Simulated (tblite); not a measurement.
CH₁₂OSSi₄.
Numbering: `[CH3:1][Si@H:2]([SiH2:3][O:4][SiH3:5])[S:6][SiH3:7]` (hydrogens: H8, H9, H10 on C1; H11 on Si2; H12, H13 on Si3; H14, H15, H16 on Si5; H17, H18, H19 on Si7)

The geometry is computed with GFN2-xTB (gas phase).

Q: List the bond lengths, angles and torsions at this level.

A: 
| bond | length (Å) | order |
| --- | --- | --- |
| C1–Si2 | 1.909 | single |
| Si2–Si3 | 2.309 | single |
| Si3–O4 | 1.622 | single |
| O4–Si5 | 1.617 | single |
| Si2–S6 | 2.184 | single |
| S6–Si7 | 2.131 | single |
| C1–H8, C1–H9, C1–H10 | 1.087 | single |
| Si2–H11 | 1.470 | single |
| Si3–H12 | 1.467 | single |
| Si3–H13 | 1.470 | single |
| Si5–H14, Si5–H15, Si5–H16 | 1.461 | single |
| Si7–H17, Si7–H18, Si7–H19 | 1.457 | single |

Bonds in one row agree within 0.01 Å and their mean is given. Orders are formal, as drawn. A selection of angles:
| angle | degrees |
| --- | --- |
| Si2–C1–H8 | 110.5 |
| H8–C1–H9 | 107.6 |
| C1–Si2–Si3 | 113.0 |
| C1–Si2–S6 | 107.9 |
| C1–Si2–H11 | 107.8 |
| Si3–Si2–S6 | 111.3 |
| Si3–Si2–H11 | 117.2 |
| S6–Si2–H11 | 98.4 |
| Si2–Si3–O4 | 104.4 |
| Si2–Si3–H12 | 116.1 |
| Si2–Si3–H13 | 116.5 |
| O4–Si3–H12 | 107.3 |
| O4–Si3–H13 | 103.3 |
| H12–Si3–H13 | 108.0 |
| Si3–O4–Si5 | 164.6 |
| O4–Si5–H14 | 107.3 |
| O4–Si5–H15 | 104.6 |
| H14–Si5–H15 | 112.3 |
| H15–Si5–H16 | 112.7 |
| Si2–S6–Si7 | 105.3 |
| S6–Si7–H17 | 109.2 |
| S6–Si7–H18 | 104.2 |
| H17–Si7–H18 | 111.9 |
| H17–Si7–H19 | 110.1 |
| H18–Si7–H19 | 112.6 |

Torsions: C1–Si2–Si3–O4 67° (synclinal); Si2–Si3–O4–Si5 85° (synclinal); C1–Si2–S6–Si7 57° (synclinal).

S6 (sulfur bonded to 2 Si) is bent (angle 105.3°). Si7 (SiH3 silicon) is distorted tetrahedral (angles from 104.2° to 112.6°). Of the pairs four or more bonds apart, Si7···H9 is among the closest relative to their van der Waals radii: 3.41 Å, 103 % of the sum of Bondi's values. Si5 (oxygen-bound silicon) is distorted tetrahedral (angles from 104.6° to 112.7°). The S–Si distances run from 2.131 Å (S6–Si7, drawn single) to 2.184 Å (Si2–S6, drawn single), a spread of 0.053 Å. Si2 (SiH silicon) is distorted tetrahedral (angles from 98.4° to 117.2°). Si3 (oxygen-bound silicon) is distorted tetrahedral (angles from 103.3° to 116.5°).

Point group: C1 (no symmetry element, even within 0.4 Å). Its lowest GFN2-xTB frequency is 10i cm⁻¹, too small to tell a flat minimum from a shallow saddle. The numbers are those of one conformer. 3 starts were optimised and ended at 0.00, 0.01 and 1.07 kcal/mol (GFN2-xTB); the lowest of these is shown.

Time: 1.6 s. Hardware: Arm Neoverse V1, one thread (shared host). This is the geometry optimisation.
